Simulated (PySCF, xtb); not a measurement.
O₄Rh, SMILES [O]=[Rh+](=[O])(=[O])=[O], charge +1, multiplicity 1.

Harmonic wavenumbers (cm⁻¹) from GFN2-xTB run with xtb at its own minimum, in rising order: 323, 323, 328, 328, 328, 902, 1031, 1031, 1031.

### Question
What does B3LYP-D3(BJ)/def2-SVP run with PySCF give at its own minimum? (An estimate is asked for; the answer gives what the named calculation found.)

### Answer
327, 327, 346, 346, 346, 912, 949, 949, 949. Paired by order, the mean absolute difference is 35 cm⁻¹ and the zero-point energies are 8.0 and 7.8 kcal/mol.
